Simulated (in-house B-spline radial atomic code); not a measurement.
Ionisation energies along the 8-electron series, configuration [He] 2s2 2p4, as differences of self-consistent energies. NIST's values go from ground level to ground level; the uncertainty of those that are theory runs from under 0.1 % in few-electron ions to several per cent in heavy many-electron ones. Computed with a B-spline radial code for spherical atoms: non-relativistic Hartree-Fock, average of the configuration, point nuclei.

This level leaves out relativity, spin-orbit splitting included, which matters for heavy ions.

```csv
ion,configuration after,ionisation energy (eV),IE/(q+1)² (eV),-ε less Coulomb ΔSCF (eV),tabulated value (eV),computed minus tabulated (eV)
Ce50+,[He] 2s2 2p3,9483.4,3.6461,2.082,9545,-62
Pr51+,[He] 2s2 2p3,?,?,?,?,?
Nd52+,[He] 2s2 2p3,10216.1,3.6369,2.082,10288,-72
Pm53+,[He] 2s2 2p3,10592.6,3.6326,2.082,10671,-78
Sm54+,[He] 2s2 2p3,10975.9,3.6284,2.082,11060,-84
Eu55+,[He] 2s2 2p3,11366.1,3.6244,2.082,11457,-91
Gd56+,[He] 2s2 2p3,11763.0,3.6205,2.082,11861,-98
Tb57+,[He] 2s2 2p3,12166.8,3.6168,2.082,12272,-105
Dy58+,[He] 2s2 2p3,?,?,?,?,?
Ho59+,[He] 2s2 2p3,12994.7,3.6096,2.082,13116,-121
Er60+,[He] 2s2 2p3,?,?,?,?,?
Tm61+,[He] 2s2 2p3,13849.8,3.603,2.082,13988,-138
Yb62+,[He] 2s2 2p3,14287.6,3.5998,2.082,14435,-147
Lu63+,[He] 2s2 2p3,14732.1,3.5967,2.082,14890,-158
Hf64+,[He] 2s2 2p3,15183.5,3.5937,2.0821,15351,-168
Ta65+,[He] 2s2 2p3,15641.7,3.5908,2.0821,15820,-178
W66+,[He] 2s2 2p3,16106.6,3.588,2.0821,16252,-145
Re67+,[He] 2s2 2p3,16578.4,3.5853,2.0821,16780,-202
Os68+,[He] 2s2 2p3,17057.0,3.5827,2.0821,17270,-213
```

Task: Fill in the row of Pr51+.

Result: ionisation energy (eV): 9846.3; IE/(q+1)² (eV): 3.6414; -ε less Coulomb ΔSCF (eV): 2.082; tabulated value (eV): 9913; computed minus tabulated (eV): -67.

Task: Fill in the row of Dy58+.

Result: ionisation energy (eV): 12577.3; IE/(q+1)² (eV): 3.6131; -ε less Coulomb ΔSCF (eV): 2.082; tabulated value (eV): 12690; computed minus tabulated (eV): -113.

Task: Fill in the row of Er60+.

Result: ionisation energy (eV): 13418.8; IE/(q+1)² (eV): 3.6062; -ε less Coulomb ΔSCF (eV): 2.082; tabulated value (eV): 13548; computed minus tabulated (eV): -129.
